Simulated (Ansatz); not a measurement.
Total energies of C14H18Os, SMILES `CC[C@@]12[C@H]3[C@H]4[C@H]5[C@@H]1[Os]45321678[C@@H]2[C@H]1[C@H]6[C@@]7(CC)[C@@H]28`.

Cartesian coordinates in Å:
```
C -3.8464 -2.1363 0.7280
C -3.0203 -1.0153 0.1065
C -1.6073 -1.0239 0.5864
C -1.1071 -0.3821 1.7639
C 0.2685 -0.7291 1.9239
C 0.6289 -1.5954 0.8475
C -0.5259 -1.7766 0.0270
Os 0.0134 0.3348 0.0343
C -0.6338 1.7995 -1.4464
C -0.2099 2.4843 -0.2683
C 1.1706 2.1850 -0.0593
C 1.6123 1.3116 -1.1041
C 3.0024 0.8164 -1.3393
C 3.8156 0.6069 -0.0739
C 0.4876 1.0788 -1.9581
H -4.8768 -2.1135 0.3654
H -3.8687 -2.0479 1.8168
H -3.4237 -3.1142 0.4849
H -3.0294 -1.1069 -0.9834
H -3.4722 -0.0470 0.3397
H -1.6818 0.2512 2.4233
H 0.9166 -0.4067 2.7243
H 1.5955 -2.0496 0.6917
H -0.5835 -2.3895 -0.8603
H -1.6217 1.8316 -1.8799
H -0.8198 3.1266 0.3481
H 1.7792 2.5631 0.7475
H 2.9448 -0.1197 -1.9025
H 3.5214 1.5319 -1.9900
H 3.3118 -0.0948 0.5940
H 4.8068 0.2132 -0.3089
H 3.9556 1.5431 0.4717
H 0.4973 0.4708 -2.8505
```

The species carries charge 0 and has multiplicity 1. Correlated methods include outer-core shells of Os, which these sets cover unevenly. Os takes the def2 core potential. All single points use the PBE0-D4/def2-TZVP geometry. It is one conformer, not always the lowest. Basis def2-TZVPP, the Gaussian-basis code of Ansatz.

RPA on PBE orbitals: Hartree–Fock energy of these orbitals -630.55514 Eh, correlation -4.51596 Eh (frozen core).

```json
{"functional": "LDA (SPW92)", "energy without D4 (Eh)": "-630.14460", "D4 term (kJ/mol)": "–"}
{"functional": "PBE", "energy without D4 (Eh)": "-634.60880", "D4 term (kJ/mol)": "-112.3"}
{"functional": "revPBE", "energy without D4 (Eh)": "-635.20560", "D4 term (kJ/mol)": "-312.7"}
{"functional": "BLYP", "energy without D4 (Eh)": "-634.95606", "D4 term (kJ/mol)": "-235.8"}
{"functional": "r2SCAN", "energy without D4 (Eh)": "-635.01642", "D4 term (kJ/mol)": "-32.2"}
{"functional": "B97M-V", "energy without D4 (Eh)": "-635.32196", "D4 term (kJ/mol)": "–"}
{"functional": "PBE0", "energy without D4 (Eh)": "-634.63257", "D4 term (kJ/mol)": "-97.6"}
{"functional": "B3LYP", "energy without D4 (Eh)": "-635.30360", "D4 term (kJ/mol)": "-177.5"}
{"functional": "r2SCANh", "energy without D4 (Eh)": "-634.97024", "D4 term (kJ/mol)": "-34.3"}
{"functional": "r2SCAN0", "energy without D4 (Eh)": "-634.90447", "D4 term (kJ/mol)": "-37.5"}
{"functional": "HSE06 (plane-wave form)", "energy without D4 (Eh)": "-634.59963", "D4 term (kJ/mol)": "-91.8"}
{"functional": "BHLYP", "energy without D4 (Eh)": "-634.76540", "D4 term (kJ/mol)": "-140.1"}
{"functional": "CAM-B3LYP", "energy without D4 (Eh)": "-634.89614", "D4 term (kJ/mol)": "-100.3"}
{"functional": "LC-ωPBE", "energy without D4 (Eh)": "-634.94766", "D4 term (kJ/mol)": "–"}
{"functional": "ωB97X-V", "energy without D4 (Eh)": "-635.12021", "D4 term (kJ/mol)": "–"}
{"functional": "ωB97M-V", "energy without D4 (Eh)": "-634.96118", "D4 term (kJ/mol)": "–"}
{"functional": "B2PLYP", "energy without D4 (Eh)": "-634.66888", "D4 term (kJ/mol)": "–"}
{"functional": "PBE-QIDH", "energy without D4 (Eh)": "-634.47815", "D4 term (kJ/mol)": "–"}
```

B3LYP takes the VWN-RPA correlation (the form of Gaussian; ORCA's B3LYP/G). HSE06 is the plane-wave form, built on full-range PBE exchange. The double hybrids freeze the cores in their second-order part.

LC-ωPBE has ω = 0.4 bohr⁻¹.
